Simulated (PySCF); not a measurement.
C₄H₉FOSi.
Cartesian coordinates in Å at the GFN2-xTB level; atoms count from 1:
```
atom  x, y, z in Å
F1    -0.8620    0.7934   -1.8681
C2    -0.9500    1.1345   -0.5217
C3    -1.5325   -0.0543    0.2309
Si4   -0.2709   -1.4804    0.2657
C5     1.3341   -0.5269    0.6299
C6     1.3790    0.7167   -0.2550
O7     0.2692    1.5910   -0.0793
H8    -1.6202    2.0072   -0.4839
H9    -2.4682   -0.3303   -0.2516
H10   -1.7681    0.2829    1.2395
H11   -0.6046   -2.4242    1.3347
H12   -0.2012   -2.1338   -1.0434
H13    1.3700   -0.2160    1.6749
H14    2.2278   -1.1183    0.4377
H15    2.2417    1.3425   -0.0118
H16    1.4482    0.4250   -1.3099
```

Computed, not measured: PySCF 2.14.0, density-fitted response routines, TDDFT B3LYP/def2-SVPD, vertical, gas phase, core orbitals frozen in the response.

Ground-to-excited transition dipoles (e·a0, same axes as the geometry; the sign carries no meaning), for the states with f of 0.002 or more among the lowest 8:

```tsv
state	E (hartree)	μx	μy	μz
S1	0.2581	-0.063	-0.116	0.010
S3	0.2771	0.204	0.066	0.070
S4	0.2873	0.231	0.293	-0.009
S5	0.2887	-0.025	0.128	0.076
S6	0.2928	-0.289	0.412	-0.010
S7	0.2935	0.118	-0.036	0.108
S8	0.2970	-0.171	-0.148	0.127
```

Task: Work out the oscillator strengths.

Result: f = (2/3) ΔE |μ|² with ΔE in hartree (27.2114 eV).

| state | \|μ\|² (au) | \|μ\| (D) | f |
| --- | --- | --- | --- |
| S1 | 0.018 | 0.34 | 0.003 |
| S3 | 0.051 | 0.57 | 0.009 |
| S4 | 0.140 | 0.95 | 0.027 |
| S5 | 0.023 | 0.38 | 0.004 |
| S6 | 0.253 | 1.28 | 0.049 |
| S7 | 0.027 | 0.42 | 0.005 |
| S8 | 0.067 | 0.66 | 0.013 |

Task: Which bond between heavy atoms lies closest to the direction of the S6 transition dipole?

Result: C3–Si4, at 6° from it; next C6–O7 at 19°.

Task: What angle do the transition dipoles of S6 and S8 make?

Result: |cos θ| = |μa·μb| / (|μa| |μb|) = 0.10, so θ ≈ 84° (taken between 0 and 90°, since the signs are arbitrary).

Task: How is the summed strength of these states shared among x, y and z?

Result: (2/3) Σ ΔE μα² gives 0.044 for x, 0.060 for y and 0.008 for z, 0.112 in all.

Task: What peak molar absorption coefficient would the strongest computed level give as a lone Gaussian band 0.3 eV wide at half height?

Result: ε(max) = 2.175×10⁸ f / FWHM, with the width in cm⁻¹. S6: 2.175×10⁸ × 0.0494 / 2420 ≈ 4400 L mol⁻¹ cm⁻¹.

One conformer stands for the species.

Without π bonds the low states may be Rydberg-like; a valence basis with one diffuse set may place them up to an eV too high.
